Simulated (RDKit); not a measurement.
Input file for RDKit: UFF on CH10GeSi (a complex), monomers drawn apart or pushed together.

```python
from rdkit import Chem
from rdkit.Chem import AllChem, rdDetermineBonds

blocks = [
'''8

Si    0.66080176    1.33791132    0.64120448
Ge   -0.36327853   -0.80312333    0.37042253
H     0.10281531    2.03573018    1.82168199
H     0.41364779    2.16509865   -0.56402167
H     2.12381500    1.18202262    0.82137389
H     0.11555655   -1.79325123    1.44607971
H    -0.01901249   -1.39424524   -1.00953434
H    -1.89585503   -0.69020458    0.47132665
''',
'''5

C     0.11425923    0.13524988    5.93951123
H     0.06757383   -0.40355195    6.88490938
H     0.22878092    1.20097728    6.13131484
H     0.96420602   -0.22378175    5.36095234
H    -0.80411224   -0.03572974    5.37955811
''',
]
mol = None
for b in blocks:
    f = Chem.MolFromXYZBlock(b)
    rdDetermineBonds.DetermineBonds(f, charge=0)
    mol = f if mol is None else Chem.CombineMols(mol, f)
Chem.SanitizeMol(mol)
print(Chem.MolToSmiles(Chem.RemoveHs(mol)))
ff = AllChem.UFFGetMoleculeForceField(mol, vdwThresh=100.0, ignoreInterfragInteractions=False)
e = ff.CalcEnergy()
print(f'UFF energy {e:.6f} kcal/mol')
```

It printed:

```
C.[SiH3][GeH3]
UFF energy 1.333181 kcal/mol
```

The run finished.

Cost: roughly 0.04 core-seconds.
